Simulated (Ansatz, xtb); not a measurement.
# Relaxing a trial structure of B2FO+

The starting geometry of this gas-phase singlet has its atoms placed at random.

```xyz
4

B     1.6128    0.6846   -0.3549
B     0.4054   -0.2067    1.3223
F     0.4205    0.5727   -0.9994
O    -0.2250    1.4613   -0.5988
```

Problem. Guess where an optimisation with r2SCAN-D4/def2-SVP ends from this start.

Solution. It ends as a structure given below by its coordinates. Contacts that open: F3–O4 (1.17 → 2.54 Å). Contacts that close: B1–B2 (2.25 → 1.63 Å), B1–O4 (2.01 → 1.48 Å), B2–O4 (2.62 → 1.27 Å).

The energy falls by 15.21 eV over 13 steps:

| step | E − E(last) (eV) |
| --- | --- |
| 1 | 15.206 |
| 2 | 12.084 |
| 4 | 9.471 |
| 5 | 5.791 |
| 6 | 2.208 |
| 8 | 0.359 |
| 9 | 0.065 |
| 10 | 0.009 |
| 12 | 0.000 |
| 13 | 0.000 |

Final geometry (Å):

```
atom    x (Å)   y (Å)    z (Å)
   B   0.7990  0.4860  -0.4769
   B   0.4670  0.3104   1.1098
   F   1.1198  0.5511  -1.6807
   O  -0.1721  1.1643   0.4170
```

From the same start GFN2-xTB reaches the same bonding as this run.

From so rough a start the end depends on the optimiser's path, so another program may land elsewhere. The end wasn't checked by frequencies. Run with Ansatz 0.2.0, 31 s on 1 thread of Arm Neoverse N1, with other jobs on the host.
